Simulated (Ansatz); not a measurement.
Mulliken charges of `[CH3][Al]([F])[SH]` from ωB97M-V/def2-TZVPP in Ansatz (PBE0-D4/def2-TZVP geometry).

```csv
atom,x (Å),y (Å),z (Å),charge (e)
C1,0.415,1.177,-0.589,-0.525
Al2,0.016,-0.408,0.442,0.654
F3,0.767,-0.709,1.882,-0.344
S4,-1.436,-1.896,-0.204,-0.279
H5,-0.481,1.790,-0.723,0.120
H6,0.771,0.911,-1.589,0.120
H7,1.178,1.791,-0.107,0.124
H8,-1.230,-2.655,0.887,0.130
```

Problem. By hand: the dipole of these point charges (1 e Å = 4.8032 D).

Solution. Σ q r = (-0.050, 0.089, -0.168) e Å, of length 0.197 e Å = 0.95 D.

Problem. How does the dipole of the full density compare? (Estimate.)

Solution. The calculation gave: (0.031, 0.189, -0.151) e Å, 1.17 D; the point charges give 0.81 times that, at 32° from its direction.

Point charges leave out the atoms' own dipoles, such as those of lone pairs, and Mulliken's split depends on the basis, so the two needn't agree.
